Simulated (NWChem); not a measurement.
System: ZrH4; SMILES [ZrH4]

NWChem printed, in part:

```
             Northwest Computational Chemistry Package (NWChem) 7.3.0
             --------------------------------------------------------

                             Geometry "geometry" -> ""
                             -------------------------

 Output coordinates in angstroms (scale by  1.889725989 to convert to a.u.)

  No.       Tag          Charge          X              Y              Z
 ---- ---------------- ---------- -------------- -------------- --------------
    1 Zr                  40.0000    -0.00000800     0.00002100     0.00000300
    2 H                    1.0000     1.50564300    -1.04862400     0.18441200
    3 H                    1.0000    -1.48134600    -1.08029300    -0.19771500
    4 H                    1.0000     0.17880100     1.07599400    -1.48689600
    5 H                    1.0000    -0.20309400     1.05301000     1.50020000

 Effective nuclear repulsion energy (a.u.)      46.9682448170

                                 NWChem DFT Module
                                 -----------------

 Summary of "ao basis" -> "ao basis" (spherical)
 ------------------------------------------------------------------------------
       Tag                 Description            Shells   Functions and Types
 ---------------- ------------------------------  ------  ---------------------
 Zr                        def2-svpd                12       34   5s4p2d1f
 H                         def2-svpd                 4        8   2s2p

            General Information
            -------------------
          SCF calculation type: DFT
          Wavefunction type:  closed shell.
          No. of atoms     :     5
          No. of electrons :    16
           Alpha electrons :     8
            Beta electrons :     8
          Charge           :     0
          Spin multiplicity:     1
          Use of symmetry is: off; symmetry adaption is: off
          Maximum number of iterations: 150
          AO basis - number of functions:    66
                     number of shells:    28
          Convergence on energy requested:  1.00D-06
          Convergence on density requested:  1.00D-05
          Convergence on gradient requested:  5.00D-04

              XC Information
              --------------
                        BHLYP Method XC Functional
                     Hartree-Fock (Exact) Exchange  0.500
                        Slater Exchange Functional  0.500 local
                    Becke 1988 Exchange Functional  0.500 non-local
              Lee-Yang-Parr Correlation Functional  1.000

             Grid Information
             ----------------
          Grid used for XC integration:  medium
          Radial quadrature: Mura-Knowles
          Angular quadrature: Lebedev.
          Tag              B.-S. Rad. Rad. Pts. Rad. Cut. Ang. Pts.
          ---              ---------- --------- --------- ---------
          Zr                  1.55      123          10.0       590
          H                   0.35       45          10.0       434
          Grid pruning is: on
          Number of quadrature shells:   303
          Spatial weights used:  Erf1

      Superposition of Atomic Density Guess
      -------------------------------------

 Sum of atomic energies:         -55.49642762

      Non-variational initial energy
      ------------------------------

 Total energy =     -48.067085
 1-e energy   =    -108.820355
 2-e energy   =      45.924742
 HOMO         =      -0.320379
 LUMO         =      -0.012832

   convergence    iter        energy       DeltaE   RMS-Dens  Diis-err
 ---------------- ----- ----------------- --------- --------- ---------
 d= 0,ls=0.0,diis     1    -49.1523601700 -6.40D+01  2.37D-02  3.90D-01
 d= 0,ls=0.0,diis     2    -49.1771509784 -2.48D-02  1.20D-02  4.13D-01
 d= 0,ls=0.0,diis     3    -49.2469169134 -6.98D-02  1.21D-03  6.77D-04
 d= 0,ls=0.0,diis     4    -49.2470988590 -1.82D-04  2.19D-04  1.26D-05
 d= 0,ls=0.0,diis     5    -49.2471041308 -5.27D-06  3.46D-05  8.79D-07
 d= 0,ls=0.0,diis     6    -49.2471043583 -2.28D-07  3.22D-06  1.35D-08

         Total DFT energy =      -49.247104358322
      One electron energy =     -109.429156892941
           Coulomb energy =       52.525224947150
    Exchange-Corr. energy =       -7.171701215585
 Nuclear repulsion energy =       14.828528803055

 Numeric. integr. density =       16.000007996729

                       DFT Final Molecular Orbital Analysis
                       ------------------------------------

 Vector    6  Occ=2.000000D+00  E=-3.587955D-01
              MO Center= -2.3D-01, -1.2D-02, -2.2D-01, r^2= 3.3D+00
   Bfn.  Coefficient  Atom+Function         Bfn.  Coefficient  Atom+Function
  ----- ------------  ---------------      ----- ------------  ---------------
    20      0.343547  1 Zr d  0              43     -0.263987  3 H  s
    51      0.249979  4 H  s                  7     -0.236748  1 Zr py
    22     -0.197645  1 Zr d  2              44     -0.186286  3 H  s
    59      0.178180  5 H  s                 52      0.176402  4 H  s
    35     -0.164166  2 H  s                 60      0.125739  5 H  s

[...]

 DFT Linear Response polarizability / au
 Frequency  =       0.0000000 / au
              X              Y              Z
 -----------------------------------------------
 X      51.4213549     -0.0001650      0.0000055
 Y      -0.0001650     51.4166373      0.0000936
 Z       0.0000055      0.0000936     51.4213445
 -----------------------------------------------
 Eigenvalues =      51.4213610     51.4166297     51.4213460
 Isotropic   =      51.4197789
 Anisotropic =       0.0047238
 -----------------------------------------------

 Magnetic Dipole Response Matrix (nonzero elements):

 Exiting AOResponse driver routine
```

Level: BHandHLYP/def2-SVPD with def2 effective core potentials on Zr. Coordinates come from a PBE0/def2-SVP optimisation. def2 effective core potentials on Zr; no spin-orbit coupling.

Problem. Which NWChem input produces such a log?

Solution. One answer among several that fit: the input that was run:
```
start job
memory heap 200 mb stack 900 mb global 1100 mb
geometry units angstroms noautosym nocenter noautoz
  Zr    -0.000008     0.000021     0.000003
  H      1.505643    -1.048624     0.184412
  H     -1.481346    -1.080293    -0.197715
  H      0.178801     1.075994    -1.486896
  H     -0.203094     1.053010     1.500200
end
basis spherical
  * library def2-svpd
end
ecp
  Zr library def2-ecp
end
dft
  xc bhlyp
  iterations 150
end
property
  response 1 0.0
end
task dft property
```
